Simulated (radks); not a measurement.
Results of a calculation; reference values are marked as such.
Species: neutral lead. Configuration: [Xe] 4f14 5d10 6s1.5 6p2.5 (fractional occupations, a model configuration).

Level of theory: scalar-relativistic Kohn-Sham, LDA (Slater exchange, VWN5 correlation), spin-unpolarised, spherical densities, finite nucleus; Fermi nuclear charge, rms radius 5.5012 fm (a radial shooting solver on a logarithmic mesh with Libxc functionals).

Energy parts (eV):
total: -567758.57
kinetic: 641066.36
electron-nucleus: -1417289.13
Hartree: 218672.66
exchange-correlation: -10208.46

Orbitals (lengths in bohr, moments of r in powers of bohr; r(90%) holds 90 % of the orbital's charge):
1s: occ. 2; eigenvalue (eV) -88005.92; r(90%) 0.0294; <r> 0.01607
2s: occ. 2; eigenvalue (eV) -15744.53; r(90%) 0.105; <r> 0.06766
2p: occ. 6; eigenvalue (eV) -13517.16; r(90%) 0.100; <r> 0.06145
3s: occ. 2; eigenvalue (eV) -3779.958; r(90%) 0.256; <r> 0.1747
3p: occ. 6; eigenvalue (eV) -3140.943; r(90%) 0.264; <r> 0.1765
3d: occ. 10; eigenvalue (eV) -2486.267; r(90%) 0.248; <r> 0.1600
4s: occ. 2; eigenvalue (eV) -855.6796; r(90%) 0.551; <r> 0.3846
4p: occ. 6; eigenvalue (eV) -646.0850; r(90%) 0.594; <r> 0.4103
4d: occ. 10; eigenvalue (eV) -402.8993; r(90%) 0.642; <r> 0.4312
4f: occ. 14; eigenvalue (eV) -134.2037; r(90%) 0.721; <r> 0.4539
5s: occ. 2; eigenvalue (eV) -145.2330; r(90%) 1.21; <r> 0.8527
5p: occ. 6; eigenvalue (eV) -86.8933; r(90%) 1.41; <r> 0.9761
5d: occ. 10; eigenvalue (eV) -22.1636; r(90%) 1.98; <r> 1.303
6s: occ. 1.5; eigenvalue (eV) -12.8827; r(90%) 3.36; <r> 2.286
6p: occ. 2.5; eigenvalue (eV) -4.0674; r(90%) 4.99; <r> 3.269

The highest occupied level is 6p at -4.067 eV. Summed over all electrons, <r^2> = 75.53 bohr^2, which gives a Langevin (diamagnetic) susceptibility term of -59.8 x 10^-6 cm^3/mol. The density falls to 0.001 e/bohr^3 at r = 4.83 bohr. The electron density at the nucleus is 2.943e+06 e/bohr^3 (large components only).
